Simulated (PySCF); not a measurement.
PySCF 2.14 output of an unrestricted r2SCAN calculation on a single atom or ion in def2-TZVPPD, with no relativity, point nucleus:

```
SCF conv_tol = 1e-09
number electrons alpha = 14  beta = 11
    J. W. Furness, A. D. Kaplan, J. Ning, J. P. Perdew, and J. Sun.,  J. Phys. Chem. Lett. 11, 8208-8215 (2020)
    J. W. Furness, A. D. Kaplan, J. Ning, J. P. Perdew, and J. Sun.,  J. Phys. Chem. Lett. 11, 9248-9248 (2020)
    J. W. Furness, A. D. Kaplan, J. Ning, J. P. Perdew, and J. Sun.,  J. Phys. Chem. Lett. 11, 8208-8215 (2020)
    J. W. Furness, A. D. Kaplan, J. Ning, J. P. Perdew, and J. Sun.,  J. Phys. Chem. Lett. 11, 9248-9248 (2020)
cycle= 1 E= -1505.98492701964  delta_E= -0.00619  |g|= 0.0415  |ddm|= 0.0708
cycle= 2 E= -1505.98488052274  delta_E= 4.65e-05  |g|= 0.0451  |ddm|= 0.0236
cycle= 3 E= -1505.98516622553  delta_E= -0.000286  |g|= 0.000965  |ddm|= 0.0126
cycle= 4 E= -1505.98516640557  delta_E= -1.8e-07  |g|= 5.57e-05  |ddm|= 0.000376
cycle= 5 E= -1505.98516640664  delta_E= -1.08e-09  |g|= 3.39e-06  |ddm|= 3.63e-05
cycle= 6 E= -1505.98516640664  delta_E= -1.82e-12  |g|= 7.05e-08  |ddm|= 1.16e-06
converged SCF energy = -1505.98516640664  <S^2> = 3.7513331  2S+1 = 4.0006665
```

The run itself started from symmetry-adapted Hartree-Fock orbitals and held the occupation by maximum overlap, on a logarithmic radial grid, so the iterations belong to that start.

Problem. Which element, charge and spin multiplicity is this?

Solution. Ni(3+) (nickel, charge +3), multiplicity 4; the state was [Ar] 3d7, high-spin 4F determinant.
